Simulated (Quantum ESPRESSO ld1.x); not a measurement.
Results of a calculation; reference values are marked as such.
Q: All-electron atom: Au9+ in [Xe] 4f14 5d2. Code: ld1.x of Quantum ESPRESSO 7.5. Model: non-relativistic Kohn-Sham, PBE, spin-unpolarised, spherical densities, point nucleus; relativity is left out, which matters for an element this heavy. Some entries of the table are withheld. Estimate them.

| orbital | occ. | eigenvalue (eV) | <1/r> (bohr^-1) | <r> (bohr) |
|---|---|---|---|---|
| 1s | 2 | -73227.2 | 78.45 | 0.01916 |
| 2s | 2 | (1) | 18.46 | 0.08072 |
| 2p | 6 | (2) | 18.50 | 0.06821 |
| 3s | 2 | -3006.59 | 7.154 | 0.2037 |
| 3p | 6 | -2784.75 | (3) | 0.1941 |
| 3d | 10 | -2371.07 | (4) | 0.1695 |
| 4s | 2 | -753.254 | 3.129 | (5) |
| 4p | 6 | -657.495 | 3.042 | 0.4523 |
| 4d | 10 | -481.471 | 2.860 | 0.4600 |
| 4f | 14 | -245.376 | 2.524 | 0.4818 |
| 5s | 2 | -227.513 | 1.356 | 0.9806 |
| 5p | 6 | -194.994 | 1.268 | 1.039 |
| 5d | 2 | -140.488 | 1.081 | 1.199 |
| 6s | 0 | -103.040 | (6) | 1.910 |
| 6p | 0 | -91.3246 | 0.6416 | 2.047 |

A: 
(1) 2s eigenvalue (eV): -12348.6
(2) 2p eigenvalue (eV): -11878.0
(3) 3p <1/r> (bohr^-1): 7.109
(4) 3d <1/r> (bohr^-1): 7.041
(5) 4s <r> (bohr): 0.4483
(6) 6s <1/r> (bohr^-1): 0.6874
